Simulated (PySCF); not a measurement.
An equivalent PySCF input for Li²⁺ (lithium, charge +2), 1s1, 2S determinant, with the spin-free X2C one-electron Hamiltonian (Gaussian nucleus):

```python
from pyscf import gto, scf, dft, mp, cc
import basis_set_exchange as bse
mol = gto.M(atom="Li 0 0 0", charge=2, spin=1, symmetry="D2h",
            basis=gto.basis.parse(bse.get_basis("cc-pVTZ-DK", elements=["Li"], fmt="nwchem", header=False)),
            nucmod="G")
mf = dft.UKS(mol, xc="LDA,VWN").sfx2c1e()
mf.irrep_nelec = {'Ag': (1, 0)}
mf.kernel()
```

It reaches the same state as the run whose output follows, with an energy that differs only through the grid. The run itself started from symmetry-adapted Hartree-Fock orbitals and held the occupation by maximum overlap, on a logarithmic radial grid, so the iterations belong to that start.

```
SCF conv_tol = 1e-09
number electrons alpha = 1  beta = 0
XC functionals = LDA,VWN
    P. A. M. Dirac.,  Math. Proc. Cambridge Philos. Soc. 26, 376 (1930)
    F. Bloch.,  Z. Phys. 57, 545 (1929)
    S. H. Vosko, L. Wilk, and M. Nusair.,  Can. J. Phys. 58, 1200 (1980)
cycle= 1 E= -4.40201943612453  delta_E= -0.00113  |g|= 0.00267  |ddm|= 2.08
cycle= 2 E= -4.40202101550786  delta_E= -1.58e-06  |g|= 0.000102  |ddm|= 0.0774
cycle= 3 E= -4.40202101782031  delta_E= -2.31e-09  |g|= 1.29e-08  |ddm|= 0.00284
cycle= 4 E= -4.4020210178203  delta_E= 4.44e-15  |g|= 7.21e-12  |ddm|= 3.61e-07
converged SCF energy = -4.4020210178203  <S^2> = 0.75  2S+1 = 2
```

For one electron the Hartree and exchange-correlation energies should cancel; what remains is the self-interaction error.
